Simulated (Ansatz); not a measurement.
Results of the Gaussian-basis code of Ansatz.

A structure relaxed at PBE0-D4/def2-TZVP, charge 0, multiplicity 1:

```xyz
11

O    -0.8330    1.4923   -0.6403
C    -0.3262    0.2785   -0.2007
Si    0.0953    0.3204    1.6296
Si    0.5285   -0.9358   -1.3231
S    -1.3950   -1.2589   -0.5798
H    -1.0198    1.4491   -1.5846
H     1.0151    1.4556    1.9069
H     0.7730   -0.9593    1.9555
H    -1.1381    0.4699    2.4425
H     0.6516   -0.5237   -2.7413
H     1.6486   -1.7881   -0.8647
```

Give its formula and SMILES.

CH6OSSi2, `OC1([SiH3])[SiH2]S1`.

Summarise the bond lengths by kind.

1 × C–O 1.387 Å; 1 × H–O 0.964 Å; 2 × C–Si 1.861 to 1.879 Å; 1 × C–S 1.910 Å; 5 × H–Si 1.480 to 1.487 Å; 1 × S–Si 2.087 Å.
